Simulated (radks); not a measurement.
The numbers below are computed, except where a source is named.
Q: The mean radii <r> (bohr) of the occupied orbitals of an atom or ion are listed with their occupations. Code: a radial shooting solver on a logarithmic mesh with Libxc functionals. Model: scalar-relativistic Kohn-Sham, PBE, spin-polarised, spherical densities, point nucleus.

| orbital | occ. | <r> |
|---|---|---|
| 1s up | 1 | 0.04029 |
| 1s down | 1 | 0.04029 |
| 2s up | 1 | 0.1778 |
| 2s down | 1 | 0.1778 |
| 2p up | 3 | 0.1551 |
| 2p down | 3 | 0.1551 |
| 3s up | 1 | 0.5105 |
| 3s down | 1 | 0.5104 |
| 3p up | 3 | 0.5186 |
| 3p down | 3 | 0.5185 |
| 3d up | 5 | 0.5250 |
| 3d down | 5 | 0.5244 |
| 4s up | 1 | 1.422 |
| 4s down | 1 | 1.423 |
| 4p up | 3 | 1.634 |
| 4p down | 2 | 1.641 |

Name the element and its charge. Open shells, if any, are filled with parallel spins first.

A: Z = 37, rubidium, charge +2: Rb2+ in [Ar] 3d10 4s2 4p5. The 1s radius gives Z: for a bare nucleus <r> = (2 gamma + 1)/(2Z) with gamma = sqrt(1 - (Z/c)^2), 0.03954 bohr for Z = 37, and screening makes it slightly larger (0.04029 here). The occupations add up to 35, and the charge is Z minus that.
